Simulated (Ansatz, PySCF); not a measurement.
Energy difference R1 + 2 R2 → 2 P1 + P2, each structure at its B3LYP-D3(BJ)/def2-TZVP stationary point, reached from a drawn start (curvature not checked).
P1: H2 (SMILES [H][H]), charge 0, multiplicity 1.
R1, H2O (SMILES O) (charge 0, multiplicity 1, Z-matrix in Å and degrees):
```
O
H 1 0.9627
H 1 0.9627 2 105.24
```
R2, SiH4 (SMILES [SiH4]) (charge 0, multiplicity 1):
```xyz
5

Si     0.00000     0.00000     0.00000
H      0.85468     0.85468     0.85468
H     -0.85468    -0.85468     0.85468
H     -0.85468     0.85468    -0.85468
H      0.85468    -0.85468    -0.85468
```
P2: H6OSi2 (SMILES [SiH3]O[SiH3]), charge 0, multiplicity 1.

P less R. No zero-point or thermal terms.

Frozen-core correlation throughout.

Codes used: Ansatz (Gaussian orbitals); PySCF for the D3/D4 terms. All values are computed, each at the level named.

Total energies in hartree:

```json
[
 {"structure": "P1", "PBE/def2-TZVPP": "-1.166122", "B3LYP-D3(BJ)/def2-TZVPP": "-1.180145", "CCSD(T)/cc-pV(Q+d)Z": "-1.173794"},
 {"structure": "R1", "PBE/def2-TZVPP": "-76.380147", "B3LYP-D3(BJ)/def2-TZVPP": "-76.467236", "CCSD(T)/cc-pV(Q+d)Z": "-76.359711"},
 {"structure": "R2", "PBE/def2-TZVPP": "-291.721620", "B3LYP-D3(BJ)/def2-TZVPP": "-291.920350", "CCSD(T)/cc-pV(Q+d)Z": "-291.452235"},
 {"structure": "P2", "PBE/def2-TZVPP": "-657.536673", "B3LYP-D3(BJ)/def2-TZVPP": "-658.002920", "CCSD(T)/cc-pV(Q+d)Z": "-656.973657"}
]
```

Work out the reaction energy at each level in kJ/mol (1 hartree = 2625.49964 kJ/mol), and say how far PBE/def2-TZVPP lies from CCSD(T)/cc-pV(Q+d)Z.


- PBE/def2-TZVPP: 2 × (-1.166122) + (-657.536673) − (-76.380147) − 2 × (-291.721620) = -0.045530 hartree = -119.5 kJ/mol
- B3LYP-D3(BJ)/def2-TZVPP: 2 × (-1.180145) + (-658.002920) − (-76.467236) − 2 × (-291.920350) = -0.055274 hartree = -145.1 kJ/mol
- CCSD(T)/cc-pV(Q+d)Z: 2 × (-1.173794) + (-656.973657) − (-76.359711) − 2 × (-291.452235) = -0.057064 hartree = -149.8 kJ/mol
PBE/def2-TZVPP less CCSD(T)/cc-pV(Q+d)Z: 30.3 kJ/mol. CCSD(T)/cc-pV(Q+d)Z is the level counted from, the highest shown, and no exact or measured value.

Ansatz is an electronic-structure program.
